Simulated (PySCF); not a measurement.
ZnCl⁺: energy against distance

Set-up: Zn cc-pVDZ-PP with ECP10, Cl cc-pV(D+d)Z; scalar-relativistic core potentials (PySCF 2.14). Energies in eV from Zn⁺ + Cl in their ground configurations at the same level. State: ¹Σ⁺ (singlet), closed shell.

All columns are PBE0. A positive dipole points towards Cl; it is taken about the centre of mass and depends on that origin.

| R (Å) | E (eV) | μ (D) | Mulliken charge on Zn (basis-dependent) | HOMO (eV) | LUMO (eV) | Mayer bond order | ⟨S²⟩ |
| --- | --- | --- | --- | --- | --- | --- | --- |
| 1.755 | -1.435 | -4.60 | 0.99 | -15.86 | -10.69 | 1.61 | 0.00 |
| 1.837 | -2.111 | -4.86 | 1.02 | -15.63 | -10.84 | 1.52 | 0.00 |
| 1.919 | -2.474 | -5.11 | 1.03 | -15.41 | -10.99 | 1.45 | 0.00 |
| 1.980 | -2.600 | -5.28 | 1.05 | -15.25 | -11.10 | 1.40 | 0.00 |
| 2.041 | -2.632 | -5.43 | 1.06 | -15.10 | -11.20 | 1.36 | 0.00 |
| 2.102 | -2.595 | -5.57 | 1.06 | -14.96 | -11.30 | 1.32 | 0.00 |
| 2.184 | -2.467 | -5.73 | 1.07 | -14.79 | -11.42 | 1.28 | 0.00 |
| 2.286 | -2.227 | -5.89 | 1.08 | -14.62 | -11.56 | 1.23 | 0.00 |
| 2.408 | -1.875 | -6.01 | 1.07 | -14.45 | -11.72 | 1.19 | 0.00 |
| 2.572 | -1.376 | -6.09 | 1.06 | -14.28 | -11.90 | 1.14 | 0.00 |

A fit through these points gives, at Re = 2.036 Å, μ = -5.42 D and dμ/dR = -2.42 D/Å; the reduced mass is 22.6 u.

**Question.** How strong is the fundamental in the double-harmonic approximation, I = 42.26·(dμ/dR)²/μred km/mol?

**Answer.** I = 42.26·(-2.42)²/22.6 = 11.0 km/mol at PBE0.

For an ion De counts to the pair picked by the measured ionisation energies or electron affinities, which need not be the lowest pair at this level.
